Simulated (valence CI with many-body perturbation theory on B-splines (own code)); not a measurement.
**Which ion has this spectrum?**

A relativistic CI+MBPT calculation for an atom or ion with 14 electrons gives these levels (Ry):

```
J  Parity       E     g
0    even   0.000      
1    even  18.156  1.49
2    even  18.790  1.17
2     odd  29.220  1.54
1     odd  31.128  1.04
2     odd  32.971  0.75
1     odd  35.838  0.88
2    even  37.419  1.31
2     odd  38.535  1.29
3     odd  38.598  1.11
0    even  38.796      
1    even  44.304  0.43
2    even  44.784  1.14
2     odd  46.915  1.52
```

The energies are calculated, and their last digits are not significant.

Q: Which is it?
A. Dy52+
B. Tm55+
C. Ho53+
D. Yb56+

A: B. Tm55+, ground level (3s^2 3p1/2^2) J=0.
